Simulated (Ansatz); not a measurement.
`C#[C][InH][NH2]` and `C#[C][AlH][NH2]` differ in one element.

Ansatz, PBE0-D4/def2-TZVP geometries, multiplicity 1. Each molecule was computed in one conformer, which needn't be the lowest.

Elements past krypton have def2 core potentials.

```csv
property,`C#[C][InH][NH2]`
HOMO–LUMO gap (B3LYP/def2-TZVPP) / eV,5.36
HOMO–LUMO gap (PBE/def2-TZVPP) / eV,3.83
zero-point energy (PBE0-D4/def2-TZVP) / kJ/mol,128.2
HOMO–LUMO gap (ωB97M-V/def2-TZVPP) / eV,9.74
LUMO energy (ωB97M-V/def2-TZVPP) / eV,0.30
HOMO energy (PBE0/def2-TZVPP) / eV,-7.08
```

Question: What does the change do to each property? (Estimate.)

Answer: Ansatz gave: 
| property | `C#[C][AlH][NH2]` | shift |
| --- | --- | --- |
| HOMO–LUMO gap (B3LYP/def2-TZVPP) / eV | 6.18 | 0.82 |
| HOMO–LUMO gap (PBE/def2-TZVPP) / eV | 4.49 | 0.66 |
| zero-point energy (PBE0-D4/def2-TZVP) / kJ/mol | 135.0 | 6.8 |
| HOMO–LUMO gap (ωB97M-V/def2-TZVPP) / eV | 10.74 | 1.00 |
| LUMO energy (ωB97M-V/def2-TZVPP) / eV | 0.82 | 0.52 |
| HOMO energy (PBE0/def2-TZVPP) / eV | -7.56 | -0.48 |

With PBE0 the HOMO falls by 0.48 eV and the LUMO rises by 0.31 eV, so the gap widens by about 0.79 eV. PBE moves the HOMO by -0.42 eV and ωB97M-V by -0.48 eV.

B3LYP here is the variant with VWN-RPA as its local correlation; programs differ in this.
